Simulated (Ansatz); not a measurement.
Isolated molecules relaxed with PBE0-D4/def2-TZVP in Ansatz; ΔE leaves out vibrations. CCSD(T)/CBS is the MP2 limit (def2-TZVPP, def2-QZVPP) plus CCSD(T) − MP2 in def2-TZVPP, frozen cores. Functionals use def2-TZVPP. B3LYP here is the variant with VWN-RPA as its local correlation; programs differ in this. For Ge, Zn outer-core shells are correlated without core-valence functions, which leaves a few kJ/mol of doubt a bond. Scalar relativity is left out up to krypton. One conformer a species, not always the lowest.

Consider the ligand exchange at a B–C bond: `B[CH](Cl)[Zn][F]` + `C[NH][GeH3]` → `B[N](C)[GeH3]` + `[F][Zn][CH2]Cl`.

`B[CH](Cl)[Zn][F]`:

Z-matrix (Å, degrees):
```
B
Zn 1 2.375
C 1 1.490 2 57.5
H 1 1.202 2 98.1 3 -116.3
H 1 1.196 2 106.8 3 117.6
F 2 1.747 1 150.5 3 -178.0
Cl 3 1.768 1 123.6 2 103.7
H 3 1.089 1 122.6 2 -101.7
```

`C[NH][GeH3]`:

Z-matrix (Å, degrees):
```
C
N 1 1.450
H 1 1.100 2 114.8
H 1 1.094 2 110.2 3 121.9
H 1 1.094 2 109.5 3 -120.8
Ge 2 1.838 1 118.0 3 67.0
H 2 1.010 1 111.6 3 -66.0
H 6 1.549 2 113.3 1 -56.3
H 6 1.536 2 107.2 1 -177.3
H 6 1.537 2 107.0 1 63.0
```

`B[N](C)[GeH3]`:

Z-matrix (Å, degrees):
```
C
N 1 1.453
H 1 1.091 2 109.7
H 1 1.095 2 111.4 3 -119.9
H 1 1.095 2 111.4 3 119.9
Ge 2 1.861 1 115.4 3 179.9
B 2 1.389 1 122.7 3 -0.1
H 6 1.540 2 108.0 1 -58.7
H 6 1.540 2 108.0 1 58.9
H 6 1.529 2 108.2 1 -179.9
H 7 1.199 2 119.5 1 -180.0
H 7 1.201 2 119.2 1 0.0
```

`[F][Zn][CH2]Cl`:

```xyz
6

F    -0.542    1.275   -2.635
Zn   -0.282    0.468   -1.106
C     0.024   -0.402    0.585
Cl    1.286    0.501    1.481
H     0.381   -1.424    0.466
H    -0.867   -0.418    1.210
```

| species | B3LYP energy (Eh) |
| --- | --- |
| `B[CH](Cl)[Zn][F]` | -2404.37118 |
| `C[NH][GeH3]` | -2174.15405 |
| `B[N](C)[GeH3]` | -2199.65048 |
| `[F][Zn][CH2]Cl` | -2378.91839 |

Question: Work out ΔE.

Answer: ΔE = (-2199.65048) + (-2378.91839) − (-2404.37118) − (-2174.15405) = -0.04364 Eh = -1.19 eV. CCSD(T)/CBS gives -1.16 eV.

Largest T1 diagnostic among the species: 0.015.

In def2-TZVPP, CCSD(T) changes the Hartree–Fock value by +0.08 eV (the triples alone add +0.02 eV) and MP2 by +0.07 eV.
